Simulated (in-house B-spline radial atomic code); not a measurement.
Orbital energies and mean radii along the 43-electron series, configuration [Kr] 4d7. The effective charge is n√(-2ε), a non-relativistic measure. Computed with a radial B-spline atomic code at the basis-set limit: non-relativistic Hartree-Fock, average of the configuration, point nuclei.

This level leaves out relativity, spin-orbit splitting included, which matters for heavy ions.

```json
{"ion": "Ru+", "Z": "44", "energy of 3s (Eh)": "-21.687", "mean radius of 3s (bohr)": "0.41204", "energy of 2s (Eh)": "-115.43", "mean radius of 2s (bohr)": "0.1506", "effective charge of 3s": "19.758"}
{"ion": "Rh2+", "Z": "45", "energy of 3s (Eh)": "?", "mean radius of 3s (bohr)": "?", "energy of 2s (Eh)": "?", "mean radius of 2s (bohr)": "?", "effective charge of 3s": "?"}
{"ion": "Pd3+", "Z": "46", "energy of 3s (Eh)": "-25.811", "mean radius of 3s (bohr)": "0.38923", "energy of 2s (Eh)": "-129.57", "mean radius of 2s (bohr)": "0.14355", "effective charge of 3s": "21.555"}
{"ion": "Ag4+", "Z": "47", "energy of 3s (Eh)": "-28.088", "mean radius of 3s (bohr)": "0.37872", "energy of 2s (Eh)": "-137.07", "mean radius of 2s (bohr)": "0.14027", "effective charge of 3s": "22.485"}
{"ion": "Cd5+", "Z": "48", "energy of 3s (Eh)": "-30.497", "mean radius of 3s (bohr)": "0.36874", "energy of 2s (Eh)": "-144.83", "mean radius of 2s (bohr)": "0.13712", "effective charge of 3s": "23.43"}
{"ion": "In6+", "Z": "49", "energy of 3s (Eh)": "?", "mean radius of 3s (bohr)": "?", "energy of 2s (Eh)": "?", "mean radius of 2s (bohr)": "?", "effective charge of 3s": "?"}
{"ion": "Sn7+", "Z": "50", "energy of 3s (Eh)": "-35.695", "mean radius of 3s (bohr)": "0.35023", "energy of 2s (Eh)": "-161.14", "mean radius of 2s (bohr)": "0.13124", "effective charge of 3s": "25.348"}
{"ion": "Sb8+", "Z": "51", "energy of 3s (Eh)": "-38.478", "mean radius of 3s (bohr)": "0.34163", "energy of 2s (Eh)": "-169.69", "mean radius of 2s (bohr)": "0.12848", "effective charge of 3s": "26.317"}
{"ion": "Te9+", "Z": "52", "energy of 3s (Eh)": "-41.382", "mean radius of 3s (bohr)": "0.33343", "energy of 2s (Eh)": "-178.5", "mean radius of 2s (bohr)": "0.12583", "effective charge of 3s": "27.292"}
{"ion": "I10+", "Z": "53", "energy of 3s (Eh)": "-44.405", "mean radius of 3s (bohr)": "0.3256", "energy of 2s (Eh)": "-187.57", "mean radius of 2s (bohr)": "0.12329", "effective charge of 3s": "28.272"}
{"ion": "Xe11+", "Z": "54", "energy of 3s (Eh)": "-47.546", "mean radius of 3s (bohr)": "0.31812", "energy of 2s (Eh)": "-196.89", "mean radius of 2s (bohr)": "0.12085", "effective charge of 3s": "29.255"}
{"ion": "Cs12+", "Z": "55", "energy of 3s (Eh)": "?", "mean radius of 3s (bohr)": "?", "energy of 2s (Eh)": "?", "mean radius of 2s (bohr)": "?", "effective charge of 3s": "?"}
{"ion": "Ba13+", "Z": "56", "energy of 3s (Eh)": "-54.181", "mean radius of 3s (bohr)": "0.30413", "energy of 2s (Eh)": "-216.31", "mean radius of 2s (bohr)": "0.11624", "effective charge of 3s": "31.229"}
{"ion": "La14+", "Z": "57", "energy of 3s (Eh)": "-57.672", "mean radius of 3s (bohr)": "0.29757", "energy of 2s (Eh)": "-226.4", "mean radius of 2s (bohr)": "0.11406", "effective charge of 3s": "32.22"}
{"ion": "Ce15+", "Z": "58", "energy of 3s (Eh)": "-61.28", "mean radius of 3s (bohr)": "0.29128", "energy of 2s (Eh)": "-236.74", "mean radius of 2s (bohr)": "0.11196", "effective charge of 3s": "33.212"}
```

Question: Fill in the row of Rh2+.

Answer: energy of 3s (Eh): -23.673; mean radius of 3s (bohr): 0.40032; energy of 2s (Eh): -122.36; mean radius of 2s (bohr): 0.14699; effective charge of 3s: 20.643.

Question: Fill in the row of In6+.

Answer: energy of 3s (Eh): -33.034; mean radius of 3s (bohr): 0.35925; energy of 2s (Eh): -152.85; mean radius of 2s (bohr): 0.13412; effective charge of 3s: 24.385.

Question: Fill in the row of Cs12+.

Answer: energy of 3s (Eh): -50.805; mean radius of 3s (bohr): 0.31097; energy of 2s (Eh): -206.47; mean radius of 2s (bohr): 0.1185; effective charge of 3s: 30.241.

Question: How does the screening of 3s change?

Answer: Z less the effective charge goes from 24.24 at Z = 44 to 24.79 at Z = 58.
